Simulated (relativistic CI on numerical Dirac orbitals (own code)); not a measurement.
**Ti3+: resonant inelastic scattering at the M2,3 edge**

Computed with this model: Dirac-Coulomb-Breit CI, separate exchange-only KLI orbitals for each configuration, model QED (radiative potential, 1s self-energy scaled to tabulated hydrogen-like ionisation energies), Kramers-Heisenberg scattering through one core-hole configuration in a parametric crystal field, unscaled Slater integrals; configurations [Ar] 3d → [Ne] 3s2 3p5 3d2; 300 K; core-hole width 0.8 eV; summed over polarisations. Incident energies are the highest absorption maxima for each field (at most a few, so the weaker spin-orbit partner edge can be absent), on the computed scale of the free ion. Intensities are in per cent of the strongest line above 0.02 eV; levels within 1 cm⁻¹ are merged; final levels count from the ground level, the first row holds all elastic scattering, lines under 0.4 are left out and each table stops after 24 rows. The scale of the Slater integrals is a model choice and moves the terms in proportion.

Field parameters in Wybourne normalisation: D4h B²₀ = −7Ds, B⁴₀ = 21(Dq − Dt), B⁴₄ = 21√(5/14) Dq. The field is a parameter set, without covalency.

S is read from ⟨S²⟩ = S(S + 1).

D4h, 10Dq = 13450, Ds = -1500, Dt = -190 cm⁻¹:

| Final level (eV) | Degeneracy | Irrep | S | 47 eV | 52.1 eV | 53.8 eV |
| --- | --- | --- | --- | --- | --- | --- |
| 0.000 | 2 | Γ7 | 0.50 | 266.5 | 365.3 | 39.2 |
| 0.432 | 2 | Γ6 | 0.50 | 21.1 | 95.0 | 14.0 |
| 0.450 | 2 | Γ7 | 0.50 | 14.6 | 96.9 | 12.6 |
| 1.668 | 2 | Γ7 | 0.50 | 100.0 | 38.6 | 16.0 |
| 2.530 | 2 | Γ6 | 0.50 | 1.1 | 13.7 | 69.5 |

D4h, 10Dq = 13450, Ds = -860, Dt = -190 cm⁻¹:

```
Final level (eV)  Degeneracy  Irrep     S  47.1 eV  52 eV  53.6 eV
           0.000           2     Γ7  0.50    251.9  373.4     47.3
           0.194           2     Γ6  0.50     35.2   97.8     15.0
           0.212           2     Γ7  0.50     26.9  100.0     13.5
           1.669           2     Γ7  0.50     97.8   37.7     24.2
           2.213           2     Γ6  0.50      2.5   21.3     82.9
```

D4h, 10Dq = 13450, Ds = -210, Dt = -190 cm⁻¹:

| Final level (eV) | Degeneracy | Irrep | S | 47.1 eV | 51.9 eV | 53.4 eV |
| --- | --- | --- | --- | --- | --- | --- |
| 0.000 | 2 | Γ6 | 0.50 | 270.0 | 382.4 | 65.7 |
| 0.013 | 2 | Γ7 | 0.50 | 24.0 | 90.2 | 9.2 |
| 0.053 | 2 | Γ7 | 0.50 | 28.5 | 100.0 | 14.5 |
| 1.716 | 2 | Γ7 | 0.50 | 32.1 | 33.6 | 78.3 |
| 1.938 | 2 | Γ6 | 0.50 | 61.6 | 40.3 | 63.3 |

For the first field the strongest loss at the lowest incident energy is the level at 1.67 eV (S = 0.50, against 0.50 in the thermal ground state).
